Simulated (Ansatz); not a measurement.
Na3I4⁻. The state is a singlet with charge -1. Geometry r2SCAN-D4/def2-SVPD; atoms count from 1.

```xyz
7

Na   -4.328   -2.433    0.559
Na   -1.262   -0.691    0.129
Na    3.865    2.154   -0.469
I    -3.073   -2.046   -1.991
I    -2.860   -1.256    2.724
I     6.344    3.532   -0.712
I     1.313    0.739   -0.240
```

In the def2 sets I takes a core potential; there is no spin–orbit coupling. Another isomer (singlet) lies 0.70 eV lower at PBE0-D4/def2-TZVPD; other spin states weren't run for this one.

(1) Estimate the Mulliken populations from the PBE0/def2-TZVPD orbitals of Ansatz.

(2) And the Mayer bond orders between bonded heavy atoms (over 0.3)?

## Answers

(1) 
```csv
atom,charge (e)
Na1,0.41
Na2,0.36
Na3,0.10
I4,-0.59
I5,-0.59
I6,-0.65
I7,-0.04
```
Mulliken values and Mayer orders depend strongly on the basis. With diffuse functions, as here, like atoms can get unlike values, and bond orders can come out too low or too high.

(2) Na1–I4 0.50 (2.87 Å); Na1–I5 0.50 (2.87 Å); Na2–I7 0.37 (2.97 Å); Na3–I6 0.79 (2.85 Å); Na3–I7 0.39 (2.93 Å).
